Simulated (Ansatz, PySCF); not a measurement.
Gas-phase reaction (SMILES): CCC(C)CC → [CH2]C(CC)CC + H atom; the C-H bond at the site shown breaks (other sites are not compared here).

Geometries: B3LYP-D3(BJ)/def2-TZVP minima from Ansatz (a first-principles code), one conformer each, not searched for the lowest. Correlated levels leave the core frozen unless marked. Open shells are spin-unrestricted. Spin-orbit coupling is left out. Non-relativistic. CBS marks a two-point X^-3 extrapolation of the correlation energy; Hartree-Fock from the larger set. The bracket is a focal-point correction in the basis named. Thermal terms are rigid-rotor harmonic-oscillator values from B3LYP-D3(BJ) frequencies (PySCF) at 298.15 K and 1 atm. 1 Eh = 627.5095 kcal/mol. Atoms have translation alone. Electronic entropy comes from spin alone.

```
species       E, RI-MP2/CBS(cc-pVTZ,cc-pVQZ)+[CCSD(T)-MP2]/cc-pVTZ (Ansatz) (Eh)  E, r2SCAN-D4/def2-TZVPD (Ansatz + dftd4) (Eh)  H - E (Eh)  G - E (Eh)
------------  ------------------------------------------------------------------  ---------------------------------------------  ----------  ----------
CCC(C)CC                                                              -236.76011                                     -237.00889     0.19753     0.15603
[CH2]C(CC)CC                                                          -236.08569                                     -236.34469     0.18298     0.14010
H atom                                                                  -0.49995                                       -0.49993     0.00236    -0.01065
```

Task: Work out ΔE and ΔH, ΔG, ΔS and the equilibrium constant at 298.15 K at the first level, then ΔH at the second.

Result: 
1. ΔE = [(-236.08569) + (-0.49995)] - [(-236.76011)] = 0.17447 Eh = 109.5 kcal/mol at RI-MP2/CBS(cc-pVTZ,cc-pVQZ)+[CCSD(T)-MP2]/cc-pVTZ.
2. The terms H - E add up to -0.01219 Eh, so ΔH = (0.17447 + (-0.01219))×627.5095 = 101.8 kcal/mol.
3. The terms G - E add up to -0.02658 Eh, so ΔG = 92.8 kcal/mol, and ΔS = (-0.01219 - (-0.02658))×627509.5/298.15 = 30.3 cal/(mol K).
4. log10 K = -ΔG/(RT ln 10) = -68.0, with RT ln 10 = 1.3642 kcal/mol.
5. With ΔH and ΔS taken as constant, ΔG changes sign near ΔH/ΔS = 3360 K, a rough figure that leaves out heat capacities.
6. At r2SCAN-D4/def2-TZVPD the same steps give ΔE = 103.1 and ΔH = 95.4 kcal/mol, a shift of -6.4 from the first level.
7. These values are not checked against measurement here, since the tables used lack a sound gas-phase enthalpy of formation for at least one species.
